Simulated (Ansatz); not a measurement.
Program: Ansatz. Geometries: PBE0-D4/def2-TZVP. ΔE: electronic, gas phase. CCSD(T)/CBS adds triple-zeta CCSD(T) − MP2 to the extrapolated MP2 energy (def2 sets, frozen cores). This one scheme is used for every species, atoms too. No spin–orbit coupling; open shells (•) take unrestricted orbitals. Spin–orbit coupling would lower the free atoms: a little for C, F, Si. One conformer a species, not always the lowest.

Reaction (atomization): `F/C=N/[SiH2]F` → C• + 2 F• + 3 H• + N• + Si•

```csv
species,HF/def2-QZVPP energy (Eh)
`F/C=N/[SiH2]F`,-582.11831
C•,-37.69363
F•,-99.41589
H•,-0.49998
N•,-54.40439
Si•,-288.85873
```

Task: Work out ΔE.

Result: ΔE = 3 × (-0.49998) + 2 × (-99.41589) + (-37.69363) + (-54.40439) + (-288.85873) − (-582.11831) = 0.82984 Eh = +520.7 kcal/mol. CCSD(T)/CBS gives +742.0 kcal/mol.

Largest T1 diagnostic among the species: 0.013.

Leaving LDA and LC-ωPBE aside and taking each functional with its dispersion term where it has one, the values, not all of them listed here, spread over 51.0 kcal/mol, from BHLYP-D4 to PBE-D4. LDA lies +104.6 kcal/mol from PBE without D4, its usual overbinding. At CCSD(T), def2-SVP lies −55.4 kcal/mol from the extrapolated value and def2-TZVPP −23.7 kcal/mol: correlation converges slowly with the basis, and small sets miss more of it in the bonded molecule than in its fragments.

For atomizations the MP2-based limit and the directly extrapolated one differ by several kJ/mol either way, and by 10 to 25 for some Ge, Se and Sn compounds, so smaller differences from it don't rank the levels.
